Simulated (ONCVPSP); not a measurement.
u(r) = r·R(r): atom against pseudo-atom (Cr (Z = 24))

Columns: radius, all-electron u(r) and pseudo u(r) of the 3d shell (level -2.91 eV) of chromium in the configuration [Ne] 3s2 3p6 3d5 4s1; PBE, scalar-relativistic, ONCV scheme, ONCVPSP 4.0.1.

| r (bohr) | all-electron | pseudo |
| --- | --- | --- |
| 0.108 | 0.0540 | 0.0041 |
| 0.215 | 0.2189 | 0.0307 |
| 0.322 | 0.4094 | 0.0955 |
| 0.430 | 0.5718 | 0.2046 |
| 0.538 | 0.6882 | 0.3495 |
| 0.645 | 0.7597 | 0.5107 |
| 0.752 | 0.7941 | 0.6663 |
| 0.860 | 0.8013 | 0.7957 |
| 0.968 | 0.7896 | 0.8812 |
| 1.075 | 0.7662 | 0.9166 |
| 1.182 | 0.7360 | 0.9064 |
| 1.290 | 0.7019 | 0.8606 |
| 1.398 | 0.6663 | 0.7938 |
| 1.505 | 0.6310 | 0.7206 |
| 1.612 | 0.5965 | 0.6512 |
| 1.720 | 0.5630 | 0.5909 |
| 1.828 | 0.5311 | 0.5423 |
| 1.935 | 0.5012 | 0.5043 |
| 2.042 | 0.4731 | 0.4734 |
| 2.150 | 0.4464 | 0.4464 |
| 2.258 | 0.4214 | 0.4214 |
| 2.365 | 0.3983 | 0.3982 |
| 2.472 | 0.3765 | 0.3765 |
| 2.580 | 0.3559 | 0.3559 |
| 2.688 | 0.3366 | 0.3366 |
| 2.795 | 0.3186 | 0.3186 |

(1) How many radial nodes do the two functions have?

(2) At about which radius was the pseudo-wave matched?

(3) Is the pseudo-wave norm-conserving?

Results:

(1) The all-electron 3d function has n − l − 1 = 0; the pseudo-wave has 0.

(2) 2.15 bohr. The columns agree to 0.0005 from 2.04 bohr on; several derivatives are matched, so the curves merge somewhat inside the radius.

(3) Yes: the ONCV scheme keeps the norm inside the radius equal to the all-electron one, which fixes the energy derivative of the logarithmic derivative at the level.
